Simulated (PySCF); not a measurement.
5-fluorocyclopenta-1,3-diene (C5H5F), SMILES FC1C=CC=C1.

The structure is a stationary point at B3LYP-D3(BJ)/def2-SVP. One conformer was computed; it need not be the lowest.

Calculation: TDDFT-CAM-B3LYP/def2-SVPD in PySCF.

Vertical excitations. Gas-phase values at a fixed geometry. State labels are in the subgroup Cs.

Q: Give excitation energies, oscillator strengths and character. (Estimate from the structure and the level; the computed values follow.)

A: 
| state | symmetry | energy (eV) | λ (nm) | f | main pairs |
|---|---|---|---|---|---|
| S1 | A" | 4.57 | 271 | 0.048 | HOMO→LUMO 99 % |
| S2 | A' | 6.67 | 186 | 0.027 | HOMO−1→LUMO 78 %, HOMO→LUMO+4 14 % |
| S3 | A" | 6.74 | 184 | 0.003 | HOMO→LUMO+1 97 % |
| S4 | A" | 6.88 | 180 | 0.005 | HOMO−2→LUMO 96 % |
| S5 | A' | 7.33 | 169 | 0.028 | HOMO−3→LUMO 48 %, HOMO→LUMO+3 30 %, HOMO→LUMO+4 15 % |
| S6 | A' | 7.45 | 167 | 0.036 | HOMO→LUMO+3 63 %, HOMO→LUMO+4 16 %, HOMO−3→LUMO 15 % |
| S7 | A" | 7.52 | 165 | 0.032 | HOMO→LUMO+2 96 % |
| S8 | A' | 7.85 | 158 | 0.045 | HOMO−4→LUMO 79 %, HOMO→LUMO+4 14 % |
| S9 | A" | 7.95 | 156 | 0.004 | HOMO→LUMO+5 90 % |
| S10 | A' | 8.24 | 151 | 0.008 | HOMO→LUMO+6 82 % |
| T1 | A" | 2.73 | 453 | 0 | HOMO→LUMO 94 % |
| T2 | A' | 4.77 | 260 | 0 | HOMO−1→LUMO 48 %, HOMO→LUMO+4 33 %, HOMO−3→LUMO 9 % |
| T3 | A' | 6.34 | 196 | 0 | HOMO−1→LUMO 48 %, HOMO→LUMO+4 26 %, HOMO−3→LUMO 17 % |
| T4 | A" | 6.50 | 191 | 0 | HOMO−2→LUMO 94 % |
Triplets are in the Tamm–Dancoff approximation, which puts them higher than full response would, so one can lie above its singlet here.
